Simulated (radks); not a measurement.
The numbers below are computed, except where a source is named.
Question: The table gives one normalised radial function P(r) = r R(r) of O in [He] 2s2 2p4 (r in bohr). Level of theory: non-relativistic Kohn-Sham, r2SCAN, spin-polarised, spherical densities, point nucleus; open shells are filled with parallel spins first; meta-GGA in the generalised Kohn-Sham scheme; hard spherical wall at 5 bohr (a radial shooting solver on a logarithmic mesh with Libxc functionals).

r	P
0.008647	0.0787
0.01191	0.1055
0.01627	0.1391
0.0224	0.1822
0.03085	0.2338
0.04249	0.2918
0.05804	0.3484
0.07993	0.3939
0.1101	0.4057
0.1516	0.3551
0.2071	0.2172
0.2852	-0.0281
0.3928	-0.3584
0.5409	-0.6956
0.7389	-0.9115
1.018	-0.9252
1.401	-0.7340
1.93	-0.4495
2.636	-0.2070
3.631	-0.0609
5	0.0000

Which n and l does it have? It may be an empty orbital.

Answer: n = 2, l = 0: the number of nodes gives n - l - 1 = 1, the rise at small r (about r^(l+1)) gives l, and the extent must fit the shell. The curve is that of 2s down; the table hardly tells the two spins apart. 2s down: eigenvalue -22.418 eV, 1 radial node at r = 0.276 bohr, <r> = 1.17 bohr, 90 % of the charge inside 1.89 bohr.
